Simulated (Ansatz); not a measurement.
BH3N (SMILES B=[NH2+]) moved off its minimum; all values from Ansatz (an electronic-structure program), cores frozen in correlated methods.
(charge 1, multiplicity 1)
```xyz
5

B      0.7314    -0.1151     0.3186
N     -0.5832    -0.0342    -0.0571
H      1.6599    -0.2114     0.6933
H     -0.8682     0.8044    -0.3463
H     -1.1910    -0.7968    -0.5042
```

Forces at wB97M-V/def2-TZVPP (eV/Å):

| atom | Fx | Fy | Fz |
|---|---|---|---|
| B1 | -9.192 | 0.148 | -2.940 |
| N2 | 3.421 | -5.376 | 0.690 |
| H3 | 6.285 | -0.496 | 2.405 |
| H4 | -1.824 | 4.643 | -1.294 |
| H5 | 1.309 | 1.081 | 1.140 |

### Question
Give the forces (eV/Å), the total energy and the dipole at CCSD(T)/aug-cc-pVTZ.

### Answer

| atom | Fx | Fy | Fz |
|---|---|---|---|
| B1 | -8.835 | 0.125 | -2.927 |
| N2 | 2.857 | -5.365 | 0.596 |
| H3 | 6.491 | -0.515 | 2.519 |
| H4 | -1.826 | 4.713 | -1.313 |
| H5 | 1.313 | 1.042 | 1.125 |
Energy -80.9297 hartree.
